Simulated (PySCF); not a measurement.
# Vertical excitation energies

Compound: C5H6N2O2S.
SMILES: `CC(=O)OCc1ncsn1`

Method: TDDFT CAM-B3LYP/def2-SVPD, vertical, gas phase, core orbitals frozen in the response in PySCF. One conformer (not necessarily the lowest) at the PBE0-D3(BJ)/def2-SVP geometry, without solvent, vibrations or thermal averaging. Torsions of this conformer, `[CH3:1][C:2](=[O:3])[O:4][CH2:5][c:6]1[n:7][cH:8][s:9][n:10]1`: C1–C2–O4–C5 175°, C2–O4–C5–C6 -69°, O4–C5–C6–N7 -16°.

| state | E (eV) | λ (nm) | f | main configurations (H = HOMO, L = LUMO) |
| --- | --- | --- | --- | --- |
| S1 | 5.32 | 232.9 | 0.0011 | H-2→L (95%) |
| S2 | 5.78 | 214.5 | 0.113 | H→L (84%) |
| S3 | 5.97 | 207.7 | 0.0013 | H-1→L+3 (49%), H-1→L+2 (18%), H→L+3 (15%) |
| S4 | 6.11 | 202.9 | 0.0019 | H→L+1 (62%), H-5→L (13%), H-1→L+1 (9%) |
| S5 | 6.30 | 196.8 | 0.0011 | H-5→L (67%), H→L+1 (13%), H-4→L (10%) |
| S6 | 6.68 | 185.6 | 0.028 | H-3→L (71%), H-4→L (14%) |

The lowest singlet comes at 233 nm (514 kJ/mol) in the ultraviolet; it is very weak; its leading configuration is HOMO-2→LUMO (95%). The most intense listed level is S2 at 5.78 eV (214 nm, f = 0.113), 0.46 eV above S1. Löwdin shares by element: HOMO sulfur 31%, carbon 25% or more, nitrogen 14% or more (atoms not listed hold the other 30%); LUMO nitrogen 31%, carbon 28% or more, sulfur 24% (atoms not listed hold the other 17%). Of the 6 states listed, 2 reach f = 0.01 and none stays under 0.0005. The listed states span 1.36 eV, and the widest gap between neighbours is 0.46 eV (S1 to S2). The oscillator strengths of these states sum to 0.147; summed over the whole spectrum of an exact calculation they would give the number of electrons, 82 (Thomas–Reiche–Kuhn). Only the lowest 6 singlets were computed, as vertical energies without vibronic structure.

On an Arm Neoverse V1 with one thread (shared host), this took 1.8 min and 1.3 GiB of memory at its peak.
